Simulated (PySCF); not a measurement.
Isomers of CH12OSi4. Method: TDDFT CAM-B3LYP/def2-SVPD, vertical, gas phase, core orbitals frozen in the response (PySCF 2.14.0, density-fitted response routines). Geometries: GFN2-xTB; one conformer of each isolated species. Triplets are in the Tamm–Dancoff approximation.

A. `O([SiH2][SiH3])[Si@H]([SiH3])C`
B. `[SiH3]OC([SiH3])([SiH3])[SiH3]`
C. `[SiH3]O[C@@H]([SiH3])[SiH2][SiH3]`
D. `[SiH2]([SiH2][Si@H]([SiH3])C)O`

Lowest singlet levels (six at most, fewer where fewer were computed) with oscillator strengths:

1. 6.28 eV (f 0.010); 6.56 eV (f 0.017); 7.08 eV (f 0.013); 7.27 eV (f 0.016); 7.41 eV (f 0.001); 7.48 eV (f 0.021); T1 5.94 eV
2. 6.22 eV (f 0.193); 6.54 eV (f 0.072); 6.69 eV (f 0.001); 6.70 eV (f 0.002); 7.02 eV (f 0.031); 7.21 eV (f 0.156); T1 5.47 eV
3. 6.23 eV (f 0.017); 6.92 eV (f 0.001); 7.07 eV (f 0.030); 7.23 eV (f 0.022); 7.47 eV (f 0.025); 7.53 eV (f 0.022); T1 5.93 eV
4. 6.14 eV (f 0.026); 6.66 eV (f 0.012); 6.82 eV (f 0.001); 6.94 eV (f 0.044); 7.15 eV (f 0.013); 7.47 eV (f 0.003); T1 5.57 eV

Question: Match each spectrum to its molecule.

Answer: 1 = B, 2 = D, 3 = C, 4 = A.
- A: S1 at 6.14 eV, HOMO→LUMO (89%); Löwdin shares by element: HOMO silicon 41% or more, oxygen 22% (atoms not listed hold the other 37%); LUMO silicon 61% (atoms not listed hold the other 39%); HOMO -8.97 and LUMO 0.35 eV.
- B: S1 at 6.28 eV, HOMO→LUMO (89%); Löwdin shares by element: HOMO oxygen 32%, carbon 24%, silicon 20% or more (atoms not listed hold the other 24%); LUMO silicon 38% or more, oxygen 7% (atoms not listed hold the other 55%); HOMO -8.97 and LUMO 0.63 eV; point group Cs.
- C: S1 at 6.23 eV, HOMO→LUMO (89%); Löwdin shares by element: HOMO oxygen 34%, carbon 23%, silicon 20% or more (atoms not listed hold the other 22%); LUMO silicon 40% or more, carbon 8% (atoms not listed hold the other 52%); HOMO -8.84 and LUMO 0.61 eV.
- D: S1 at 6.22 eV, HOMO→LUMO (67%), HOMO-1→LUMO (14%); Löwdin shares by element: HOMO silicon 76% (atoms not listed hold the other 24%); LUMO silicon 53% or more, oxygen 11% (atoms not listed hold the other 36%); HOMO -9.09 and LUMO 0.08 eV.
A and B have S1 within 0.15 eV of each other; their strongest listed levels stand at 6.94 eV (f 0.044) and 7.48 eV (f 0.021).
A and C have S1 within 0.10 eV of each other; their strongest listed levels stand at 6.94 eV (f 0.044) and 7.07 eV (f 0.030).
B and C have S1 within 0.06 eV of each other; their strongest listed levels stand at 7.48 eV (f 0.021) and 7.07 eV (f 0.030).
A and D have S1 within 0.09 eV of each other; their strongest listed levels stand at 6.94 eV (f 0.044) and 6.22 eV (f 0.193).
B and D have S1 within 0.07 eV of each other; their strongest listed levels stand at 7.48 eV (f 0.021) and 6.22 eV (f 0.193).
C and D have S1 within 0.01 eV of each other; their strongest listed levels stand at 7.07 eV (f 0.030) and 6.22 eV (f 0.193).

Without π bonds the low states are Rydberg-like; a valence basis with one diffuse set may place them up to an eV too high.
